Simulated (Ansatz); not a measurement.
Program: Ansatz. Geometries: PBE0-D4/def2-TZVP. ΔE: electronic, gas phase. CCSD(T)/CBS is the MP2 limit (def2-TZVPP, def2-QZVPP) plus CCSD(T) − MP2 in def2-TZVPP, frozen cores. DFT in def2-TZVPP. B3LYP here is the variant with VWN-RPA as its local correlation; programs differ in this. def2 core potentials past Kr. For Sn outer-core shells are correlated without core-valence functions, which leaves a few kJ/mol of doubt a bond. Each species was taken in one conformer, which may not be the lowest.

Reaction (redistribution): `C[SiH](F)CCl` + `O[SiH2][SiH2][SnH3]` → `C[SiH](F)[SiH2]O` + `ClC[SiH2][SnH3]`

```tsv
species	B3LYP-D4 energy (Eh)
`C[SiH](F)CCl`	-929.60013
`O[SiH2][SiH2][SnH3]`	-873.53740
`C[SiH](F)[SiH2]O`	-796.66422
`ClC[SiH2][SnH3]`	-1006.46268
```

(1) Work out ΔE.

Largest T1 diagnostic among the species: 0.013.

## Answers

(1) ΔE = (-796.66422) + (-1006.46268) − (-929.60013) − (-873.53740) = 0.01063 Eh = +27.9 kJ/mol. CCSD(T)/CBS gives +30.9 kJ/mol.

In def2-TZVPP, CCSD(T) changes the Hartree–Fock value by +4.7 kJ/mol (the triples alone add +0.9 kJ/mol) and MP2 by +5.1 kJ/mol.
